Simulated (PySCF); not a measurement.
# Two-dimensional NMR puzzle

Compound of formula C₅H₁₄Si₂. Correlations simulated from computed shifts and the bond graph:

HSQC (one-bond C–H):
```
  δH     δC
7.15  159.9
7.02  153.9
1.11   21.3
1.08   16.5
```

COSY cross peaks (H two or three bonds apart, from the bond graph; peaks can be absent where the dihedral angle is near 90°):
```
  δH    δH
7.15  7.02
7.15  4.19
7.02  4.19
4.19  1.08
1.11  1.08
```

HMBC (two and three bonds, from the bond graph):
```
  δH                        δC
7.15               153.9, 16.5
7.02                     159.9
4.19              159.9, 153.9
4.19  159.9, 153.9, 21.3, 16.5
1.11                21.3, 16.5
1.08               159.9, 21.3
```

Theory: shielding tensors at PBE0/pcSseg-1 (GIAO), coordinates at the GFN2-xTB level, in PySCF (one averaged value for each set of equivalent atoms, relativity neglected, no solvent, a single conformation).

Scale: $^{1}$H, $^{13}$C vs TMS (reference shieldings calculated alike).

Exchangeable hydrogens are left out of these lists.

Question: Work out the connectivity.

Answer: `InChI=1S/C5H14Si2/c1-5(2)7-4-3-6/h3-5H,7H2,1-2,6H3/b4-3+`.

Numbering as in the mapped SMILES `[CH3:1][CH:2]([CH3:3])[SiH2:4]/[CH:5]=[CH:6]/[SiH3:7]`. Each H is labelled by its parent atom.

- δC 159.9 is C5, an alkene CH (δH 7.15).
- δC 153.9 is C6, an alkene CH (δH 7.02).
- δC 21.3 is C1/C3, a methyl carbon (δH 1.11).
- δC 16.5 is C2, an sp3 CH bonded to Si (δH 1.08).
- COSY links 7.15–7.02, 7.15–4.19, 7.02–4.19, 4.19–1.08, 1.11–1.08.

This is the structure that produced the data.

Shifts are as computed. Against solution values, carbons near 30 ppm lie about +3 ppm off and those near 130 ppm about +5 ppm. Of 1211 compounds with measured shifts, 218 miss one by over three times the rms of a fit or turn the order of signals round; such compounds aren't used in these exercises.
